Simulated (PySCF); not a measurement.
Al(Me)(OH)2, SMILES [CH3][Al]([OH])[OH] (CH5AlO2), singlet, CAM-B3LYP/def2-SVP optimised geometry.

```
9

Al    -0.34     0.10     0.00
C     -1.28    -1.59     0.00
H     -1.88    -1.70     0.92
H     -0.59    -2.45    -0.06
H     -1.98    -1.65    -0.84
O      1.36     0.10     0.00
H      1.98     0.82     0.00
O     -1.25     1.53     0.00
H     -0.97     2.45     0.01
```

Density from CAM-B3LYP/def2-TZVP in PySCF 2.14.0 at that geometry.

Minimum of the electron density along straight lines between bonded atoms, close to the bond critical point (lines longer than 1.1 times the sum of covalent radii, or with two minima, are not listed):

```tsv
bond	length / Å	ρ at the minimum / e bohr⁻³	∇²ρ there / e bohr⁻⁵	position (fraction from the first atom)
Al1–C2	1.931	…	0.26	0.41
C2–H3	1.102	0.264	-0.86	0.64
C2–H4	1.100	0.267	-0.87	0.64
C2–H5	1.101	0.265	-0.86	0.64
Al1–O6	1.697	0.108	0.79	0.43
O6–H7	0.958	0.356	-2.42	0.81
Al1–O8	1.697	0.108	0.79	0.43
O8–H9	0.958	0.356	-2.42	0.81
```

Problem. Some entries are withheld; supply them.

Solution. 
- Al1–C2, ρ at the minimum / e bohr⁻³: 0.092
